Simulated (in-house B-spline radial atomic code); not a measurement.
## PBE0 excitations of F⁷⁺

Method: PBE0. Computed with an all-electron radial atomic-structure program (B-spline basis): linear response of the closed shell 1s2 with the functional's adiabatic kernel; scalar-relativistic (spin-free one-electron X2C), finite nucleus, no spin-orbit coupling, no double excitations, S, P, D and F terms only.

Command:
```bash
python run_td.py task.json out
```
Settings (radii: box in bohr, nucleus in fm):
```
Z                        9
electrons                2
configuration            1s2
hamiltonian              x2c
method                   pbe0
box_radius               12.81
rms_radius               2.8976
intervals                71
```

Cost of the run: 0.2 s on 1 thread of Intel(R) Xeon(R) Platinum 8375C CPU @ 2.90GHz (Ice Lake) (shared host).

The lowest states, in the order of their Tamm-Dancoff energies; the method's threshold (minus the highest occupied level) is 914.10 eV. Labels give the largest channel, * marks a mixed state, and oscillator strengths are full-response dipole values. Semilocal kernels can invert the small singlet-triplet splittings of Rydberg terms. Energies in eV:

```tsv
state	full response	Tamm-Dancoff	oscillator strength
1s → 2s 3S	708.36	708.39	-
1s → 2s 1S	717.19	717.29	-
1s → 2p 3P	718.15	718.18	-
1s → 2p 1P	?	?	?
1s → 3s 3S	827.69	827.69	-
1s → 3s 1S	?	?	-
1s → 3p 3P	830.68	830.69	-
1s → 3p 1P	832.23	832.24	0.134
1s → 3d 3D	833.16	833.16	-
1s → 3d 1D	833.22	833.22	-
```

Where does 1s → 2p 1P lie?

At 724.22 eV in full response, 724.25 eV in Tamm-Dancoff, oscillator strength 0.665.

Where does 1s → 3s 1S lie?

At 829.87 eV in full response, 829.89 eV in Tamm-Dancoff.

How large is the singlet-triplet splitting of 1s → 2s (S terms) in Tamm-Dancoff?

8.9 eV, from the unrounded values.

What polarisabilities and dispersion coefficient does the method give?

Dipole 0.00164 bohr³, quadrupole 7.976e-05 bohr⁵, C6 6.308e-05 hartree·bohr⁶ for two such species.
